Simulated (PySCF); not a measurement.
trichloroethylene (C₂HCl₃), SMILES ClC=C(Cl)Cl. Atoms are numbered in the order given.

```xyz
6

Cl     0.3468     2.2486     0.0000
C      0.9163     0.6378     0.0000
C      0.1102    -0.4320     0.0000
Cl    -1.5979    -0.3309     0.0000
Cl     0.7712    -2.0205     0.0000
H      1.9999     0.5134     0.0000
```

Geometry: PBE0-D3(BJ)/def2-SVP.

Calculation: PBE0/pcSseg-1 run with PySCF.

GIAO shieldings, no solvent; atoms listed in one row are averaged. δ = σ(ref) − σ: ³⁵Cl against HCl (σ = 945.9 ppm); ¹³C against TMS (σ = 186.3 ppm); ¹H against TMS (σ = 31.56 ppm), references at their B3LYP-D3(BJ)/def2-TZVP geometries, non-relativistic (without spin–orbit terms, shifts of atoms bonded to Cl or Br come out too high).

```tsv
nucleus	atoms	count	δ (ppm)
³⁵Cl	Cl5	1	317.6
³⁵Cl	Cl4	1	311.8
³⁵Cl	Cl1	1	227.5
¹³C	C3	1	145.2
¹³C	C2	1	131.3
¹H	H6	1	6.51
```
